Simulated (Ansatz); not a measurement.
`[O]=[Ge]`, relaxed with RKS PBE-D4/def2-SVP in Ansatz 0.2.0 from a rough embedded geometry. The force threshold is 0.03 eV/Å; the program also tests the step.

Charge 0, multiplicity 1.

Start:

```xyz
2

O    -0.328    0.123   -0.706
Ge    0.328   -0.123    0.706
```

Q: By how much does the energy fall, and how many steps does the optimiser take? (Estimate.)

A: Computed: 12.82 kJ/mol, in 3 steps.

Q: Which bonds change most? (Estimate.)

A: The calculation gave: O1–Ge2 from 1.576 to 1.649 Å.

Q: Give the relaxed structure. (Estimate.)

A: Computed: 
```xyz
2

O    -0.343    0.128   -0.738
Ge    0.343   -0.128    0.738
```
